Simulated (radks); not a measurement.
Problem. Xe+, 53 electrons, occupied as [Kr] 4d10 5s2 5p5. Calculated with a radial shooting solver on a logarithmic mesh with Libxc functionals: Dirac Kohn-Sham, PBE, spin-unpolarised, spherical densities, finite nucleus; open shells fill j = l - 1/2 first; Fermi nuclear charge, rms radius 4.7859 fm. Some entries of the table are withheld. Estimate them.

orbital  occ.  eigenvalue (hartree)  r(max) (bohr)  <1/r> (bohr^-1)
1s1/2       2             -1262.497        0.01715            58.11
2s1/2       2             -196.7264        0.09710              (1)
2p1/2       2             -184.8526        0.07439            13.57
2p3/2       4             -172.9227        0.07927            12.47
3s1/2       2             -40.53191         0.2791            4.859
3p1/2       2             -35.59577         0.2656            4.770
3p3/2       4             -33.32983         0.2764            4.499
3d3/2       4             -24.64361         0.2242            4.355
3d5/2       6             -24.16474         0.2272            4.286
4s1/2       2              -7.61400         0.6615            1.967
4p1/2       2              -5.86642         0.6772            1.858
4p3/2       4              -5.41455         0.7014            1.771
4d3/2       4              -2.58801         0.7437            1.527
4d5/2       6              -2.51499         0.7520            1.505
5s1/2       2                   (2)          1.615           0.7183
5p1/2       2              -0.65797          1.823           0.6104
5p3/2       3              -0.60732          1.899           0.5813

Solution. 
(1) 2s1/2 <1/r> (bohr^-1): 13.59
(2) 5s1/2 eigenvalue (hartree): -1.06508
